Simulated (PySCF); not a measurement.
Excitation energy of Zn²⁺ by level of theory

Zn²⁺ [Ar] 3d10 (1S) → Zn²⁺ [Ar] 3d9 4p1 (high-spin determinant), as a difference of total energies. Calculation: PySCF 2.14, in aug-cc-pVTZ-PP with one added diffuse shell each of s, p, d, f, g type with ECP10MDF (7s7p6d4f3g, 113 functions); a scalar-relativistic core potential. Correlated levels: valence: 3s2 3p6 frozen. The calculations carry no spin-orbit coupling.

```csv
method,excitation energy (eV)
UHF,15.294
LDA,17.352
PBE,16.720
PBE0,16.622
r2SCAN,16.263
M06,17.365
wB97X-V,16.978
LC-wPBE,17.085
MP2 (valence),17.775
SCS-MP2 (valence),17.551
```

**Question.** How much does correlation contribute at MP2 (valence)?

**Answer.** 17.775 − (15.294) = 2.481 eV, measured against UHF.

The determinant of the upper state mixes LS terms, which raises its energy above the lowest term, most at the Hartree-Fock and MP2 levels.
